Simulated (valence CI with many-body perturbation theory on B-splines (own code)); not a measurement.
# Sc⁸⁺: configurations and terms from energies and g

Calculated by relativistic CI+MBPT: three valence electrons over a frozen Dirac-Fock core [Ne], radial functions for each j: 11 s, 11 p, 9 d, 7 f, 5 g, 2 h, 1 i, with the one-electron correlation potential Σ1 (screened to all orders), the two-electron term Σ2, the three-electron term Σ3, Breit, model QED; selected single and double excitations, second order for the rest, scaled by the run's own slope (own B-spline code, finite nucleus).

No measured levels were compared; by estimate levels of excited configurations hold to 0.05 to 0.15 % of their energy, terms of the ground configuration to about 0.5 %.

| No. | J | Parity | E (cm⁻¹) | g |
| --- | --- | --- | --- | --- |
| 1 | 1/2 | odd | 0 | 0.665 |
| 2 | 3/2 | odd | 5769 | 1.334 |
| 3 | 1/2 | even | 144940 | 2.668 |
| 4 | 3/2 | even | 147090 | 1.734 |
| 5 | 5/2 | even | 150220 | 1.599 |
| 6 | 3/2 | even | 191620 | 0.800 |
| 7 | 5/2 | even | 192000 | 1.202 |
| 8 | 1/2 | even | 240550 | 1.948 |
| 9 | 1/2 | even | 256060 | 0.721 |
| 10 | 3/2 | even | 259390 | 1.333 |
| 11 | 3/2 | even | 313840 | 0.799 |
| 12 | 5/2 | even | 314200 | 1.200 |
| 15 | 3/2 | odd | 384690 | 1.994 |
| 16 | 1/2 | odd | 419450 | 0.665 |

Energies count from the lowest level. Strongly mixed levels and levels close to another of their J and parity are left out, so the numbers can have gaps.

(1) Give configuration and LS term of each level.

## Answers

(1) 1: 3s2.3p 2P°; 2: 3s2.3p 2P°; 3: 3s.3p2 4P; 4: 3s.3p2 4P; 5: 3s.3p2 4P; 6: 3s.3p2 2D; 7: 3s.3p2 2D; 8: 3s.3p2 2S; 9: 3s.3p2 2P; 10: 3s.3p2 2P; 11: 3s2.3d 2D; 12: 3s2.3d 2D; 15: 3p3 4S°; 16: 3p3 2P°.
